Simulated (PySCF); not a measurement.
These are ωB97X-D3(BJ)/def2-TZVP run with PySCF values and carry that method's errors. Gas-phase values, no solvent. One relaxed conformer stands for a flexible species; it need not be the lowest. 

Reference species (SMILES): `O[Si](O)(O)O` (neutral, multiplicity 1).

- S1 oscillator strength: 0.013
- HOMO: -11.72 eV

Changed species: `O[Si](S)(S)O` (2 of 4 OH replaced by SH; the reference has 0 of 4 OH replaced by SH).

### Question
Give the shifts of the S1 oscillator strength and HOMO.

### Answer
the S1 oscillator strength hardly moves; the HOMO rises by 1.97 eV, to -9.75 eV.
